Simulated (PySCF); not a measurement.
## `C=C[Si@H](F)[NH2+]C`, [C$_{3}$H$_{9}$FNSi]+, charge +1

Molfile (atoms numbered from 1):
```
C3H9FNSi
     RDKit          3D

 15 14  0  0  0  0  0  0  0  0999 V2000
    2.5737   -0.5903   -0.0828 C   0  0  0  0  0  0  0  0  0  0  0  0
    1.3014   -0.9963   -0.2268 C   0  0  0  0  0  0  0  0  0  0  0  0
    0.1718   -0.1009   -1.3414 Si  0  0  2  0  0  4  0  0  0  0  0  0
    0.9049    1.0980   -2.1195 F   0  0  0  0  0  0  0  0  0  0  0  0
   -0.9894    0.9420   -0.2545 N   0  0  0  0  0  0  0  0  0  0  0  0
   -1.9422    0.1628    0.5841 C   0  0  0  0  0  0  0  0  0  0  0  0
    2.9707    0.2868   -0.6060 H   0  0  0  0  0  0  0  0  0  0  0  0
    3.2766   -1.1319    0.5589 H   0  0  0  0  0  0  0  0  0  0  0  0
    0.9628   -1.9035    0.2891 H   0  0  0  0  0  0  0  0  0  0  0  0
   -0.7842   -0.8240   -2.2012 H   0  0  0  0  0  0  0  0  0  0  0  0
   -1.5061    1.5963   -0.8572 H   0  0  0  0  0  0  0  0  0  0  0  0
   -0.4073    1.5402    0.3463 H   0  0  0  0  0  0  0  0  0  0  0  0
   -2.5783    0.8430    1.1639 H   0  0  0  0  0  0  0  0  0  0  0  0
   -2.5709   -0.4589   -0.0662 H   0  0  0  0  0  0  0  0  0  0  0  0
   -1.3741   -0.4787    1.2698 H   0  0  0  0  0  0  0  0  0  0  0  0
  1  2  2  0
  2  3  1  0
  3  4  1  0
  3  5  1  0
  5  6  1  0
  1  7  1  0
  1  8  1  0
  2  9  1  0
  3 10  1  6
  5 11  1  0
  5 12  1  0
  6 13  1  0
  6 14  1  0
  6 15  1  0
M  CHG  1   5   1
M  END
```

Method: GIAO CAM-B3LYP/pcSseg-1 magnetisability, rotational g tensor and spin-rotation constants, non-relativistic, gas phase in PySCF 2.14.0. Geometry: PBE0-D3(BJ)/def2-SVP.

For an ion the centre-of-mass motion in the field is neglected.

(1) Give the nuclear spin-rotation constants along the inertial axes (H = +C I·J) beside the isotropic shieldings.

(2) How do the rotational constants and the g tensor change when H7, H8, H9, H10, H11, H12, H13, H14, H15 are replaced by deuterium?

## Answers

(1) Rotational constants 3.7108, 2.0104, 1.5072 GHz. A star marks the isotopologue with that one atom substituted, in its own axes.
| atom | isotope | Caa (kHz) | Cbb (kHz) | Ccc (kHz) | mean (kHz) | σ (ppm) |
| --- | --- | --- | --- | --- | --- | --- |
| F4 | 19F | 2.146 | 1.416 | 0.916 | 1.493 | 358.9 |
| N5 | 14N | 0.183 | 0.102 | 0.073 | 0.119 | 208.8 |
| H7 | 1H | -0.325 | 0.046 | -0.106 | -0.129 | 23.8 |
| H8 | 1H | -0.156 | 0.059 | -0.178 | -0.092 | 23.6 |
| H9 | 1H | -0.408 | 0.059 | -0.126 | -0.158 | 25.2 |
| H10 | 1H | -0.315 | -0.204 | 0.013 | -0.169 | 25.9 |
| H11 | 1H | -0.342 | -0.073 | -0.198 | -0.204 | 27.8 |
| H12 | 1H | -0.432 | -0.287 | -0.011 | -0.243 | 28.1 |
| H13 | 1H | -0.095 | -0.246 | -0.110 | -0.150 | 27.9 |
| H14 | 1H | -0.374 | -0.245 | -0.008 | -0.209 | 28.3 |
| H15 | 1H | -0.326 | -0.028 | -0.194 | -0.183 | 28.4 |
| C1 | 13C* | 1.262 | 1.099 | 0.365 | 0.909 | 8.9 |
| C2 | 13C* | 0.956 | 0.901 | 0.306 | 0.721 | 59.8 |
| Si3 | 29Si* | -2.420 | -1.174 | -1.010 | -1.535 | 344.1 |
| C6 | 13C* | 0.583 | 0.290 | 0.249 | 0.374 | 154.6 |

For the geometry as given, no vibrational averaging.

(2) Constants 3.1539, 1.6657, 1.2884 GHz; g -0.0107, 0.0035, 0.0042, against -0.0119, 0.0044, 0.0053 before.
